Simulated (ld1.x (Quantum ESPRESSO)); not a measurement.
## cerium: variants of one PAW potential

Base potential:

cerium (Ce), PAW, made with ld1.x (Quantum ESPRESSO) 7.5 (LDA (PZ), scalar-relativistic). Core [Kr] 4d10 4f1, reference 5s2 5p6 5d1 6s1.5 6p0 (charge +0.5). Waves: 5s (bound): rcut 2.10, rcutus 2.40 bohr; 6s (bound): rcut 2.10, rcutus 2.40 bohr; 5p (bound): rcut 2.35, rcutus 2.85 bohr; 6p (bound, empty): rcut 2.35, rcutus 2.85 bohr; 5d (bound): rcut 1.95, rcutus 2.55 bohr; 5d channel at 0.95 Ry: rcut 1.95, rcutus 2.55 bohr. Local part: all-electron potential smoothed inside 2.70 bohr (lloc = -2). Core correction: Bessel-smoothed model core inside 2.25 bohr. Augmentation charge: BESSEL, radius 1.80 bohr.

Cutoffs, loose and tight: the cutoffs (Ry, on a coarse ladder) from which the occupation-weighted sum of valence levels, in a spherical-Bessel basis at the reference potential, stays within 10 and 1 mRy of its value at 400 Ry. They do not see the model core or the augmentation charge, which bear on the density cutoff. Test errors are all-electron minus pseudo excitation energies from the reference, over the configurations 5s2 5p6 5d1 6s2 6p0; 5s2 5p6 5d1 6s1 6p0; 5s2 5p6 5d1 6s0 6p0; 5s2 5p6 5d2 6s1 6p0; 5s2 5p6 5d0 6s2 6p1; 5s2 5p6 5d2 6s0 6p0; 5s2 5p6 5d1.5 6s1.5 6p0 (two spin-polarised tests are not counted in the largest error). A dash means not determined; rows that change the core or the reference have their own tests.

Cutoffs are not given where the Bessel-basis levels miss the radial ones by over 6 mRy, ghosts where they miss by over 20 mRy; a channel whose overlap is not positive is not tested.

On the changes marked as counting shells twice: ld1.x takes every shell without a wave as core, so the model core holds the marked electrons as well and exchange and correlation see them twice. This cancels in the reference configuration, but the file is broken for other ones, and its errors say nothing about a proper core correction.

| change | outcome | cutoff, loose | cutoff, tight | bound ghosts | largest test error (meV) |
| --- | --- | --- | --- | --- | --- |
| base | generated | 12 Ry | 18 Ry | none | -7.7 |
| waves 5p (bound): rcut 2.35, rcutus 2.96 bohr; 6p (bound): rcut 2.35, rcutus 2.96 bohr | generated | 12 Ry | 18 Ry | none | -7.4 |
| local potential all-electron potential smoothed inside 2.86 bohr (lloc = -2) | generated | 12 Ry | 18 Ry | none | -7.8 |
| functional PBE | generated | 12 Ry | 18 Ry | none | -7.7 |
| wave 5d channel at 0.95 Ry: rcut 1.95, rcutus 2.55 bohr becomes 5d channel at -0.33 Ry: rcut 1.95, rcutus 2.55 bohr | generated | 12 Ry | 18 Ry | none | -7.7 |
| type TM; waves now 5s (bound): rc 2.40 bohr; 5p (bound): rc 2.85 bohr; 5d (bound): rc 2.55 bohr; local potential the d channel (6s counted twice) | generated, misses its reference levels by 0.61 eV | 18 Ry | 35 Ry | none | +997 |
| waves 5s (bound): rcut 2.10, rcutus 2.46 bohr; 6s (bound): rcut 2.10, rcutus 2.46 bohr | generated | 12 Ry | 18 Ry | none | -7.7 |

(1) What comes out with this change to the base: local potential all-electron potential smoothed inside 2.40 bohr (lloc = -2)?

(2) What comes out with this change to the base: reference 5s2 5p6 5d0 6s0 6p0?

Results:

(1) outcome: generated, overlap not positive; bound ghosts: not determined (overlap not positive); largest test error (meV): -6.9. A file whose overlap is not positive is unfit for use, and its test errors describe a broken file.

(2) outcome: generated; cutoff, loose: 10 Ry; cutoff, tight: 18 Ry; bound ghosts: none; largest test error (meV): -52.
